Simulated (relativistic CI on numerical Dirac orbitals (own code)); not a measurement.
# Fe³⁺ in a cubic cluster: L2,3 absorption with charge transfer

Computed with a charge-transfer multiplet model of a cubic metal-ligand cluster with up to 2 ligand holes, Slater and spin-orbit integrals from Dirac-Coulomb-Breit ions, Slater integrals scaled by 0.9. The ground state mixes d5 with configurations of k ligand holes L, whose averages lie at kΔ + k(k − 1)U_dd/2; a core hole lowers each added d electron by U_cd. 20 K, Lorentzian 0.4 eV and Gaussian 0.3 eV FWHM.

Atomic integrals in eV (Slater integrals scaled, ζ unscaled), ground: F2dd 10.785, F4dd 6.742, zeta_d 0.056; with the core hole: F2dd 11.484, F4dd 7.183, zeta_d 0.075, zeta_core 8.130, F2cd 6.732, G1cd 5.078, G3cd 2.886.

Cluster parameters (eV): Δ = 3.1, U_cd = 8.1, 10Dq = 0.95, 10Dq(ligand) = 0.4, V(eg) = 3.2, V(t2g) = -1.62, final-state hopping factor = 1.

```tsv
Case	n_d	d5	d6L	d7L2	S
U_dd = 4.4 eV	5.39	0.65	0.32	0.04	2.50
U_dd = 6.5 eV	5.37	0.66	0.31	0.03	2.50
U_dd = 7.2 eV	5.36	0.66	0.31	0.03	2.50
```

Weights, n_d and S are thermal averages at 20 K. Photon energies count from the first peak over 30 % of the highest in each spectrum, which can be another peak from case to case. The parameters are a model scan and need not match a compound or its usual spin state. Peaks in eV (height, largest 100):
- U_dd = 4.4 eV: 0.0 (38), 2.0 (100), 6.0 (9), 9.8 (11), 13.3 (14), 15.3 (17)
- U_dd = 6.5 eV: 0.0 (33), 2.0 (100), 4.9 (9), 6.9 (7), 13.4 (13), 15.4 (17), 16.3 (11)
- U_dd = 7.2 eV: 0.0 (33), 1.9 (100), 5.1 (9), 7.1 (6), 13.2 (12), 15.3 (17), 16.4 (12)

Curve for U_dd = 4.4 eV (points under 2 left out, the grid thinned):

(E (eV), Intensity): (-1.4, 2.2), (-0.9, 6.2), (-0.5, 15.7), (0.0, 37.6), (0.4, 19.2), (0.9, 13.5), (1.3, 17.8), (1.8, 74.7), (2.3, 73.6), (2.7, 34.8), (3.2, 22.5), (3.6, 17.4), (4.1, 12.3), (4.5, 11.2), (5.0, 8.8), (5.5, 7.2), (5.9, 8.6), (6.4, 8.1), (6.8, 7.3), (7.3, 6.0), (7.7, 5.3), (8.2, 4.9), (8.6, 4.1), (9.1, 4.7), (9.6, 9.2), (10.0, 9.9), (10.5, 5.8), (10.9, 4.5), (11.4, 4.4), (11.8, 4.1), (12.3, 6.9), (12.8, 11.4), (13.2, 13.4), (13.7, 11.1), (14.1, 8.5), (14.6, 9.2), (15.0, 14.1), (15.5, 15.9), (16.0, 10.3), (16.4, 9.8), (16.9, 6.8), (17.3, 4.3), (17.8, 3.0), (18.2, 2.2), (24.2, 2.1)

For the case U_dd = 6.5 eV, Δ = 3.1 eV is smaller than U_dd = 6.5 eV, the charge-transfer side of the Zaanen-Sawatzky-Allen scheme. With the core hole the configuration with one ligand hole lies at Δ + U_dd − U_cd = -0.6, 1.5, 2.2 eV from the one without, in the order of the table; where this is negative the screened configuration lies lower, though the effective hopping of about 5.1 eV (from the holes of the mixed ground state) mixes the two strongly wherever it is as large as the gap.
